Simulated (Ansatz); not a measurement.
## A barrier at the coupled-cluster level

Start structure (GaNH$_{4}$, closed shell), relaxed at PBE0-D4/def2-TZVP:

| atom | x (Å) | y (Å) | z (Å) |
| --- | --- | --- | --- |
| Ga1 | 0.1119 | -0.7512 | 0.4035 |
| H2 | 1.4974 | -0.9806 | 1.0856 |
| N3 | -0.1249 | 0.8324 | -0.4473 |
| H4 | 0.5752 | 1.5523 | -0.5003 |
| H5 | -1.0887 | -1.7491 | 0.3810 |
| H6 | -0.9710 | 1.0962 | -0.9225 |

The step: GaNH₄ ([NH2][GaH2]) → GaNH₂ ([NH][GaH]) + H₂; bonds formed: H2–H4; bonds broken: Ga1–H2, N3–H4. Program: Ansatz 0.2.0. Basis: def2-TZVPP and def2-QZVPP. Cores are frozen in the correlated methods. Filled d shells of the heavier atoms are correlated. The def2 sets are not built for correlating such inner shells, so the correlated values are less sure here. Extrapolation: Hartree–Fock as exp(−7.88 √X), correlation as X^−2.97. Energies below are by CCSD(T) at an estimated basis limit (MP2 extrapolated from triple and quadruple zeta, plus CCSD(T) − MP2 in triple zeta).

(1) What are the electronic barrier and the energy of the step, from the start structure to the end structure? (Judge from chemistry; the value comes from the calculation.)

No T1 diagnostic of these runs exceeds 0.025. The restricted Hartree–Fock reference is unstable towards an unrestricted one at one or more of these structures.

Answers

(1) By the calculation: Barrier 76.73 kcal/mol; step energy 58.21 kcal/mol (uphill); reverse barrier, their difference, 18.53 kcal/mol. Barrier and step energy count from the start structure, the reverse barrier from the end structure.

The saddle point: One imaginary mode of 1345i cm⁻¹.
```csv
pair,start (Å),saddle (Å),end (Å)
H2–H4,3.13,0.94,0.75
Ga1–H2,1.56,1.93,3.13
N3–H4,1.01,1.47,2.76
```

Zero-point energy (harmonic, PBE0-D4): ZPE is 24.33 kcal/mol at the start and 20.35 kcal/mol at the saddle, so the barrier goes from 76.73 to 72.76 kcal/mol.

First-order rate constant out of the start structure at 698 K by transition-state theory, with harmonic vibrational free energies alone and no tunnelling: ΔA‡ = 73.47 kcal/mol, so k = (kB T/h) exp(−ΔA‡/kB T) ≈ 10^-10 s⁻¹ (an order of magnitude at best: rotation, the number of equivalent paths and anharmonicity are left out).

Labels in which every atom is bracketed show which atoms are joined, not bond orders.

For scale, one of the runs: CCSD(T)/def2-TZVPP, 135 basis functions, launched by `ansatz run in.yaml --threads 2 --pin off --events-out ev --progress --plain --max-ram 4352MiB`. Hardware: 2 CPU threads of an Intel Xeon 6975P-C, shared host. Wall time 7 s; peak host memory 0.76 GiB.
